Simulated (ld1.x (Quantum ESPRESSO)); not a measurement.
# Configuration tests for Ar (TM)

* Element: Ar (Z = 18)
* Generator: ld1.x (Quantum ESPRESSO) 7.5
* Type: norm-conserving Troullier–Martins (Kleinman–Bylander form)
* Functional: PBE
* Relativity: scalar-relativistic
* Frozen core: [Ne]
* Valence charge: 8
* Reference configuration: 3s2 3p6
* Partial waves: 3s (bound): rc 1.25 bohr; 3d channel at 0.25 Ry: rc 1.30 bohr; 3p (bound): rc 1.35 bohr
* Local potential: the p channel
* Core correction: none

Energies are relative to the spin-unpolarised reference configuration 3s2 3p6; without spin polarisation the order of configurations can differ from experiment.

| valence configuration | charge | ΔE all-electron (eV) | error AE − PS (meV) |
| --- | --- | --- | --- |
| 3s2 3p4 | +2 | 44.717 | +18 |
| 3s2 3p3 | +3 | 87.301 | +69 |
| 3s1 3p6 | +1 | 30.673 | +1.5 |
| 3s2 3p2 | +4 | 144.936 | +186 |
| 3s2 3p5.5 | +0.5 | 6.547 | -0.1 |

(1) What are ΔE and the potential's error for 3s2 3p5?

Results:

(1) ΔE = 16.058 eV all-electron; the error (AE − PS) is +1.7 meV.
